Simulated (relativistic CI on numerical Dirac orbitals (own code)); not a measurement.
## Crystal-field levels of Pt³⁺, 5d7

Calculated by Dirac-Coulomb-Breit CI, separate exchange-only KLI orbitals for each configuration, model QED (radiative potential, 1s self-energy scaled to tabulated hydrogen-like ionisation energies), valence Slater integrals scaled by 0.75, one configuration in a parametric crystal field (own radial code).

Field parameters in Wybourne normalisation: Oh B⁴₀ = 21Dq, B⁴₄ = √(5/14) B⁴₀. The field is a parameter set, without covalency.

S and J are read from ⟨S²⟩ = S(S + 1) and ⟨J²⟩ = J(J + 1) of each level; they are not fictitious spins.

Oh, 10Dq = 7000 cm⁻¹, the lowest 16 levels:

```csv
E (cm⁻¹),Degeneracy,Irrep,S,J
0.0,2,Γ6,1.42,4.45
676,4,Γ8,1.34,4.34
2637,4,Γ8,1.27,4.24
9528,2,Γ7,1.46,3.17
9560,4,Γ8,1.11,2.76
11670,4,Γ8,1.24,3.40
12827,2,Γ6,1.44,3.55
13200,2,Γ7,1.20,2.94
14568,4,Γ8,1.15,2.59
15933,4,Γ8,1.02,4.01
17640,4,Γ8,0.80,4.27
18593,2,Γ7,1.41,2.75
20069,4,Γ8,1.27,2.75
20359,2,Γ6,0.68,4.52
21750,4,Γ8,1.41,2.63
21881,2,Γ6,0.81,3.46
```

Principal g values of the ground doublet: 4.87, 4.87, 4.87.

Oh, 10Dq = 40650 cm⁻¹, the lowest 10 levels:

```csv
E (cm⁻¹),Degeneracy,Irrep,S,J
0.0,4,Γ8,0.56,3.93
23737,2,Γ6,1.48,4.17
25807,4,Γ8,1.43,3.83
31576,2,Γ7,1.49,2.88
31919,4,Γ8,1.47,3.22
36414,4,Γ8,0.57,3.92
40764,2,Γ7,0.54,3.82
40950,4,Γ8,0.60,4.20
42041,2,Γ6,0.54,4.85
45054,4,Γ8,0.57,3.08
```

Oh, 10Dq = 35050 cm⁻¹, the lowest 16 levels:

| E (cm⁻¹) | Degeneracy | Irrep | S | J |
| --- | --- | --- | --- | --- |
| 0.0 | 4 | Γ8 | 0.58 | 3.93 |
| 18380 | 2 | Γ6 | 1.47 | 4.20 |
| 20489 | 4 | Γ8 | 1.43 | 3.86 |
| 26386 | 2 | Γ7 | 1.49 | 2.90 |
| 26835 | 4 | Γ8 | 1.45 | 3.30 |
| 30961 | 4 | Γ8 | 0.59 | 3.87 |
| 35402 | 2 | Γ7 | 0.56 | 3.80 |
| 35675 | 4 | Γ8 | 0.61 | 4.21 |
| 36793 | 2 | Γ6 | 0.55 | 4.85 |
| 39589 | 4 | Γ8 | 0.60 | 3.09 |
| 41857 | 2 | Γ6 | 0.54 | 2.70 |
| 48016 | 2 | Γ7 | 0.60 | 3.02 |
| 52493 | 4 | Γ8 | 0.62 | 3.48 |
| 55198 | 4 | Γ8 | 1.40 | 3.46 |
| 56638 | 2 | Γ6 | 1.47 | 3.72 |
| 58759 | 4 | Γ8 | 1.43 | 3.62 |

Oh, 10Dq = 29450 cm⁻¹, the lowest 16 levels:

| E (cm⁻¹) | Degeneracy | Irrep | S | J |
| --- | --- | --- | --- | --- |
| 0.0 | 4 | Γ8 | 0.63 | 3.92 |
| 13155 | 2 | Γ6 | 1.47 | 4.23 |
| 15309 | 4 | Γ8 | 1.42 | 3.91 |
| 21366 | 2 | Γ7 | 1.49 | 2.91 |
| 21982 | 4 | Γ8 | 1.43 | 3.41 |
| 25570 | 4 | Γ8 | 0.62 | 3.79 |
| 30127 | 2 | Γ7 | 0.59 | 3.76 |
| 30530 | 4 | Γ8 | 0.62 | 4.22 |
| 31672 | 2 | Γ6 | 0.57 | 4.83 |
| 34147 | 4 | Γ8 | 0.65 | 3.11 |
| 36626 | 2 | Γ6 | 0.56 | 2.69 |
| 42312 | 2 | Γ7 | 0.68 | 3.03 |
| 44532 | 4 | Γ8 | 1.38 | 3.50 |
| 46254 | 2 | Γ6 | 1.46 | 3.75 |
| 46810 | 4 | Γ8 | 0.79 | 3.54 |
| 48717 | 4 | Γ8 | 1.35 | 3.58 |

Oh, 10Dq = 23850 cm⁻¹, the lowest 16 levels:

| E (cm⁻¹) | Degeneracy | Irrep | S | J |
| --- | --- | --- | --- | --- |
| 0.0 | 4 | Γ8 | 0.70 | 3.90 |
| 8178 | 2 | Γ6 | 1.46 | 4.28 |
| 10392 | 4 | Γ8 | 1.41 | 3.96 |
| 16644 | 2 | Γ7 | 1.49 | 2.93 |
| 17545 | 4 | Γ8 | 1.39 | 3.57 |
| 20303 | 4 | Γ8 | 0.68 | 3.68 |
| 24996 | 2 | Γ7 | 0.65 | 3.70 |
| 25614 | 4 | Γ8 | 0.64 | 4.23 |
| 26737 | 2 | Γ6 | 0.63 | 4.78 |
| 28727 | 4 | Γ8 | 0.74 | 3.12 |
| 31574 | 2 | Γ6 | 0.59 | 2.69 |
| 34650 | 4 | Γ8 | 1.40 | 3.38 |
| 36244 | 2 | Γ7 | 0.92 | 3.06 |
| 36341 | 2 | Γ6 | 1.42 | 3.82 |
| 38792 | 4 | Γ8 | 1.32 | 3.73 |
| 40091 | 2 | Γ7 | 1.31 | 3.11 |

The free-ion ground term has S = 3/2. The field overcomes the spin-pairing energy for Oh, 10Dq = 40650 cm⁻¹; Oh, 10Dq = 35050 cm⁻¹; Oh, 10Dq = 29450 cm⁻¹; Oh, 10Dq = 23850 cm⁻¹, where the ground state has lower spin; these fields are assumed values.

Levels of this model without a field, named by their leading LS term (the scale mimics covalency, so terms lie below those of the real free ion): 4F_9/2 0, 4F_7/2 9054, 2P_3/2 9376, 4F_5/2 10104, 4F_3/2 15285, 4P_5/2 16635, 2G_9/2 16801, 4P_1/2 19678 cm⁻¹.
